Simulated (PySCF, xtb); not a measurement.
TeHI, SMILES I[TeH].

Harmonic wavenumbers (cm⁻¹) from GFN2-xTB in xtb at its own minimum, in rising order: 248, 630, 1954.

Question: What does PBE0-D3(BJ)/def2-TZVP in PySCF give at its own minimum? (The exact figures need the calculation; the answer reports its results.)

Answer: 213, 607, 2146. Paired by order, the mean absolute difference is 83 cm⁻¹ and the zero-point energies are 4.0 and 4.2 kcal/mol.
